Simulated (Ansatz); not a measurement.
`C[O][GeH2][Cl]` + H₂S → `C[O][GeH2][SH]` + HCl  (ligand exchange at a Ge–Cl bond)

Gas-phase electronic energies from Ansatz, PBE0-D4/def2-TZVP geometries. CCSD(T)/CBS adds triple-zeta CCSD(T) − MP2 to the extrapolated MP2 energy (def2 sets, frozen cores). This one scheme is used for every species. DFT in def2-TZVPP. B3LYP here is the variant with VWN-RPA as its local correlation; programs differ in this. For Ge outer-core shells are correlated without core-valence functions, which leaves a few kJ/mol of doubt a bond. Scalar relativity is left out up to krypton. One conformer a species, not always the lowest.

Is it downhill or uphill in electronic energy at CCSD(T)/CBS, and by how much? (An estimate is asked.)

Computed: Uphill: ΔE = +0.17 eV.

What do these levels give: PBE0-D4, B3LYP-D4, ωB97X-V, ωB97M-V, B2PLYP, PBE, r2SCAN, B3LYP, HF/def2-TZVPP, CCSD(T)/def2-TZVPP, HF/CBS(def2), MP2/CBS(def2)? (An estimate is asked.)

Computed: PBE0-D4 0.16, B3LYP-D4 0.18, ωB97X-V 0.21, ωB97M-V 0.20, B2PLYP 0.21, PBE 0.15, r2SCAN 0.18, B3LYP 0.22, HF/def2-TZVPP 0.34, CCSD(T)/def2-TZVPP 0.17, HF/CBS(def2) 0.35, MP2/CBS(def2) 0.16 eV.

Largest T1 diagnostic among the species: 0.012.

In def2-TZVPP, CCSD(T) changes the Hartree–Fock value by −0.16 eV (the triples alone add −0.02 eV) and MP2 by −0.17 eV. The D4 term adds −0.04 eV with B3LYP and −0.02 eV with PBE0; it sums over pairs of atoms, weighted by their polarisabilities, and B3LYP, whose exchange is more repulsive, gets the larger term.
